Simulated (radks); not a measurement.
Values are calculated unless marked as measured or tabulated.
Spherical quantum dot in the effective-mass picture: electrons in a hard-walled sphere of radius 9.1, with a point charge +1 (a donor) at the centre, all in effective atomic units (hartree* = m*/eps^2 hartree, bohr* = eps/m* bohr), one dielectric constant everywhere. Level of theory: non-relativistic Kohn-Sham, LDA (Slater exchange, Perdew-Wang correlation), spin-polarised, spherical densities (a radial shooting solver with Libxc functionals). Levels are named by radial order and angular momentum (1s, 1p, 1d, 2s, ...), and open shells are averaged over m.

N = 20, configuration 1s2 1p6 1d10 2s(up 1, down 0) 1f(up 1, down 0). This is the lowest configuration that the search found. Occupied and some empty levels:

| level | occupation | eigenvalue (hartree*) | <r> (bohr*) |
|---|---|---|---|
| 1s up | 1 | 2.5172 | 6.084 |
| 1s down | 1 | 2.5262 | 6.665 |
| 1p up | 3 | 2.5468 | 6.806 |
| 1p down | 3 | 2.5516 | 6.808 |
| 2s up | 1 | 2.5762 | 2.354 |
| 1d up | 5 | 2.5934 | 6.913 |
| 1d down | 5 | 2.5981 | 6.912 |
| 1f up | 1 | 2.6598 | 7.013 |
| 1f down | 0 | 2.6645 | 7.011 |
| 2s down | 0 | 2.7053 | 2.428 |
| 1g up | 0 | 2.7450 | 7.105 |
| 1g down | 0 | 2.7498 | 7.104 |
| 2p up | 0 | 2.8829 | 4.470 |
| 2p down | 0 | 2.8988 | 4.652 |
| 2d up | 0 | 3.0122 | 5.180 |
| 2d down | 0 | 3.0190 | 5.225 |

Energy (hartree*): total 25.0470, kinetic 5.0440, external -3.8003, Hartree 27.645, exchange-correlation -3.8414.

Electron density:

| r (bohr*) | n(r) (e/bohr*^3) |
|---|---|
| 0.497 | 0.1087 |
| 0.950 | 0.04423 |
| 1.40 | 0.01846 |
| 1.85 | 0.007980 |
| 2.31 | 0.003676 |
| 2.76 | 0.001976 |
| 3.21 | 0.001446 |
| 3.66 | 0.001542 |
| 4.12 | 0.002096 |
| 4.57 | 0.003092 |
| 5.02 | 0.004563 |
| 5.47 | 0.006500 |
| 5.92 | 0.008731 |
| 6.38 | 0.01083 |
| 6.83 | 0.01207 |
| 7.28 | 0.01160 |
| 7.73 | 0.009021 |
| 8.19 | 0.005025 |
| 8.64 | 0.001416 |
| 9.09 | 3.186e-06 |
